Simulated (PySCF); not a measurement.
Al(Cl)(H)(SeH) (AlClH2Se), SMILES [Cl][AlH][SeH].

Coordinates come from a PBE0-D3(BJ)/def2-TZVP optimisation. One conformer was computed; it need not be the lowest.

Method: PBE0-D3(BJ)/def2-TZVP (PySCF 2.14.0).

Frequencies are harmonic and unscaled.

| mode | ν (cm⁻¹) | IR (km/mol) | moving atoms (share of kinetic energy) |
|---|---|---|---|
| 1 | 124 | 6.1 | Cl 49 %, Al 24 %, Se 23 % |
| 2 | 245 | 17.1 | H 89 % |
| 3 | 370 | 22.5 | Al 54 %, Se 27 %, Cl 12 % |
| 4 | 453 | 66.1 | H 85 %, Al 14 % |
| 5 | 532 | 103.4 | H 61 %, Al 27 %, Cl 10 % |
| 6 | 544 | 8.1 | H 43 %, Al 30 %, Cl 25 % |
| 7 | 677 | 195.7 | H 83 %, Al 15 % |
| 8 | 1987 | 141.4 | H 96 % |
| 9 | 2444 | 2.2 | H 99 % |
